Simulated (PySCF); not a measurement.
C2H7BS.
SMILES: `BCSC`

Method: MP2 and CCSD/aug-cc-pVDZ in PySCF, restricted Hartree–Fock reference, 8 core orbitals frozen, non-relativistic, gas phase, PBE0-D3(BJ)/def2-SVP geometry.

E(HF) = -502.01027 Eh.

(1) How large is the problem?

(2) What are the MP2 and CCSD correlation energies?

(3) What is the T1 diagnostic?

(4) How does correlation change the dipole moment?

Results:

(1) 159 basis functions and 40 electrons; 8 orbitals frozen, which leaves o = 12 correlated occupied and v = 139 virtual orbitals. That is o·v = 1668 singles and o·v(o·v + 1)/2 = 1391946 distinct closed-shell doubles amplitudes before symmetry; the costliest CCSD step grows as o²v⁴ = 5.4 × 10^10.

(2) MP2 -0.5312 Eh and CCSD -0.5900 Eh, which gives totals of -502.54144 and -502.60031 Eh. That is 0.669 eV for each correlated electron at CCSD (1549 kJ/mol in all, 0.117 % of the total energy); MP2 gives 90.0 % of the CCSD value.

(3) 0.0101, below the customary warning level of 0.02. It is the norm of the spatial-orbital singles amplitudes over the root of the number of correlated electrons, so the norm is 0.049.

(4) HF gives 1.48 D and CCSD (unrelaxed density) 1.30 D, a change of -0.18 D.

No triples correction and no basis-set extrapolation were made.

The job also held the EOM ionisation roots. Hardware: one thread, Arm Neoverse V2 (aarch64), shared host with 192 logical CPUs at a one-minute load of 41. Cost: 3.6 min of wall time, 2.9 GiB resident at most.

Conformer computed: `[BH2:1][CH2:2][S:3][CH3:4]`: B1–C2–S3–C4 -63°.

One conformer stands for the species.
